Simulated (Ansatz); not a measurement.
Basis-set extrapolation for C2H7BFNO, SMILES `NBOCCF` (PBE0-D4/def2-TZVP geometry, frozen core, the Gaussian-basis code of Ansatz). Multiplicity 1, RHF reference.

```tsv
	def2-TZVPP	def2-QZVPP
HF	-333.473861	-333.489551
MP2 correlation	-1.135715	-1.222938
CCSD(T) correlation	-1.215923	not run
```

Energies in hartree. Use E(X) = E(∞) + A·exp(−7.88·√X) for Hartree–Fock and E(X) = E(∞) + B·X^(−2.97) for correlation, with X = 3 and 4, and add CCSD(T) minus MP2 of the smaller set to the MP2 limit.

Q: What is the CCSD(T) energy at the basis-set limit?

A: HF limit: -333.489551 + (-0.015690) × 0.13774 = -333.49171. MP2 limit: -1.222938 + (-0.087223) × 0.74074 = -1.28755. Higher-order term: -1.215923 − (-1.135715) = -0.08021. Total: -334.85947 hartree, 445.5 kJ/mol below CCSD(T)/def2-TZVPP.
